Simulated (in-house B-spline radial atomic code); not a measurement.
Se⁺. Computed with a B-spline radial atomic code. Model: non-relativistic spherical atom: semilocal Troullier-Martins pseudo-atom, one channel per l, against all electrons, high spin, G0W0 and RPA with empty states to l = 8, local potential for every l without a channel, a model core (radius 0 = none) keeps its share of the functional.

What the tables leave out is listed at the end.

The pseudopotential gives back the lowest level of each angular momentum of its own functional in the configuration it was made in; a second state of the same l is only approximately right. Exact exchange, RPA and GW see the smooth pseudo-orbitals and miss the exchange with the core, for which the functional's share stands in. The column with an uncorrelated core keeps all orbitals and exact exchange, and so separates missing core correlation from pseudisation. Only the three outermost levels and the lowest empty one were computed. RPA here is direct RPA, with no exchange kernel, and its energies carry an (l + 1/2)⁻⁴ tail. A hybrid on a potential with a model core restores only its own semilocal share of the core's exchange.

Command:
```bash
python run_psgw.py task.json out
```
Settings (lengths in bohr, energies in hartree):
```
Z                      34
electrons              33
configuration          [Ar] 3d10 4s2 4p3
generated_in           [Ar] 3d10 4s2 4p3
functional             lda,vwn
core_shells            6
radius_factor          0.9
core_correction        False
```

Time taken, with all properties: 13 s on 1 thread of Intel(R) Xeon(R) 6975P-C (Granite Rapids), with other jobs on the host.

Given: made with LDA VWN5; model core radius 0 bohr; local radius 1.601 bohr; mean-field start LDA VWN5.

Valence shells of the generating configuration: 4s, 4p.

Channel: s 1.368, p 1.573, d 2.922 (radii in bohr).

Computed: largest level miss in the spin-unpolarised generating configuration 0 eV; valence RPA correlation energy pseudo -0.20455 hartree; all-electron RPA polarisability, core included 12.455 bohr³; pseudo-atom RPA polarisability 12.386 bohr³.

| level | occupied | mean-field all-electron (eV) | mean-field pseudo minus all (eV) | G0W0 all-electron (eV) | G0W0 uncorrelated core minus all (eV) | G0W0 pseudo minus all (eV) | exchange self-energy all-electron (eV) | exchange self-energy pseudo (eV) |
| --- | --- | --- | --- | --- | --- | --- | --- | --- |
| 4p up | 1 | -16.452 | -0.093 | -21.343 | 0.2 | -0.24 | -19.982 | -17.134 |
| 4s down | 1 | -24.879 | 0.445 | -29.3 | 0.524 | 0.102 | -18.484 | -13.672 |
| 4p down (empty) | 0 | -14.096 | 0.282 | -10.102 | 0.229 | -0.174 | -5.6519 | -2.7765 |

(1) What is the valence RPA correlation energy all-electron orbitals?

Given: mean-field start PBE0.

Computed: valence RPA correlation energy all-electron orbitals -0.17462 hartree; valence RPA correlation energy pseudo -0.18786 hartree; all-electron RPA polarisability, core included 11.131 bohr³.

```tsv
level	occupied	mean-field all-electron (eV)	mean-field pseudo minus all (eV)	G0W0 all-electron (eV)	G0W0 uncorrelated core minus all (eV)	G0W0 pseudo minus all (eV)	exchange self-energy all-electron (eV)	exchange self-energy pseudo (eV)
4p up	1	-17.858	-0.197	-21.532	0.194	-0.167	-19.865	-17.261
4s down	1	-25.568	-0.054	-29.304	0.527	0.135	-18.224	-13.79
4p down (empty)	0	-12.392	-0.043	-9.8729	0.22	-0.024	-5.3099	-2.7582
```

(2) What is the pseudo-atom RPA polarisability?

Given: mean-field start Hartree-Fock.

Computed: valence RPA correlation energy pseudo -0.15098 hartree; all-electron RPA polarisability, core included 8.8083 bohr³; pseudo-atom RPA polarisability 8.4358 bohr³.

```json
{"level": "4p up", "occupied": "1", "mean-field all-electron (eV)": "-21.423", "mean-field pseudo minus all (eV)": "-0.273", "G0W0 all-electron (eV)": "-21.848", "G0W0 uncorrelated core minus all (eV)": "0.182", "G0W0 pseudo minus all (eV)": "-0.132", "exchange self-energy all-electron (eV)": "-19.595", "exchange self-energy pseudo (eV)": "-17.271"}
{"level": "4s down", "occupied": "1", "mean-field all-electron (eV)": "-27.531", "mean-field pseudo minus all (eV)": "-0.185", "G0W0 all-electron (eV)": "-29.275", "G0W0 uncorrelated core minus all (eV)": "0.509", "G0W0 pseudo minus all (eV)": "0.172", "exchange self-energy all-electron (eV)": "-17.563", "exchange self-energy pseudo (eV)": "-13.667"}
{"level": "4s up", "occupied": "?", "mean-field all-electron (eV)": "?", "mean-field pseudo minus all (eV)": "?", "G0W0 all-electron (eV)": "?", "G0W0 uncorrelated core minus all (eV)": "?", "G0W0 pseudo minus all (eV)": "?", "exchange self-energy all-electron (eV)": "?", "exchange self-energy pseudo (eV)": "?"}
{"level": "4p down (empty)", "occupied": "0", "mean-field all-electron (eV)": "-7.8321", "mean-field pseudo minus all (eV)": "-0.067", "G0W0 all-electron (eV)": "-9.5086", "G0W0 uncorrelated core minus all (eV)": "0.165", "G0W0 pseudo minus all (eV)": "0.039", "exchange self-energy all-electron (eV)": "-4.1484", "exchange self-energy pseudo (eV)": "-2.3836"}
```

(3) What belongs in the row 4s up?

(4) What is the valence RPA correlation energy all-electron orbitals?

## Answers

(1) -0.1908 hartree.

(2) 10.813 bohr³.

(3) occupied: 1; mean-field all-electron (eV): -35.975; mean-field pseudo minus all (eV): -0.535; G0W0 all-electron (eV): -33.715; G0W0 uncorrelated core minus all (eV): 0.228; G0W0 pseudo minus all (eV): -0.208; exchange self-energy all-electron (eV): -25.974; exchange self-energy pseudo (eV): -22.522.

(4) -0.14011 hartree.

Among the listed levels the largest G0W0 shift of the pseudo-atom is -0.24 eV, for 4p up on the LDA VWN5 start, while leaving the core uncorrelated moves that level by +0.20 eV. So pseudisation and the lost core exchange, not the missing core correlation, make the error. Not in the tables (levels of low weight, unsolved or above zero; the highest and the empty levels are kept at any weight): on LDA the G0W0 levels 4s up (pseudo minus all +1.46 eV, weights 0.00 and 0.19); on PBE0 the G0W0 levels 4s up (pseudo minus all -0.09 eV, weights 0.40 and 0.39).
